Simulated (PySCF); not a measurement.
C2H6BFO.

```xyz
11

B     -1.0400     0.9618    -0.1475
H     -2.1642     1.3198    -0.3803
F     -0.0155     1.7626    -0.4574
O     -0.8253    -0.2323     0.4218
C      0.4820    -0.7345     0.7127
C      1.0280    -1.5377    -0.4552
H      1.1593     0.0981     0.9633
H      0.3771    -1.3691     1.6061
H      1.1750    -0.8957    -1.3378
H      1.9996    -1.9843    -0.1910
H      0.3349    -2.3489    -0.7262
```

Geometry: B3LYP-D3(BJ)/def2-SVP. This is a generated structure with no PubChem entry under its InChIKey; it may be hypothetical. The values are those of a single conformer.

All values below come from PySCF with PBE/pcSseg-1. Non-relativistic, no solvent.

Q: Give the absolute GIAO shielding of each atom: isotropic value and principal components (ppm). (An estimate is asked for; the answer gives what the named calculation found.)

A: 
| atom | σ(iso) | σ11 | σ22 | σ33 | span |
|---|---|---|---|---|---|
| B1 | 72.6 | 53.9 | 80.4 | 83.6 | 29.8 |
| H2 | 26.9 | 24.0 | 26.0 | 30.8 | 6.8 |
| F3 | 237.3 | 53.0 | 248.4 | 410.4 | 357.4 |
| O4 | 154.9 | 9.5 | 165.0 | 290.3 | 280.8 |
| C5 | 116.3 | 79.5 | 109.4 | 159.9 | 80.4 |
| C6 | 159.7 | 140.1 | 159.3 | 179.6 | 39.5 |
| H7 | 26.6 | 22.8 | 27.1 | 30.0 | 7.2 |
| H8 | 27.4 | 22.6 | 27.3 | 32.2 | 9.6 |
| H9 | 29.9 | 26.2 | 29.3 | 34.2 | 8.1 |
| H10 | 30.1 | 26.7 | 27.2 | 36.5 | 9.9 |
| H11 | 29.7 | 26.5 | 27.8 | 34.8 | 8.2 |
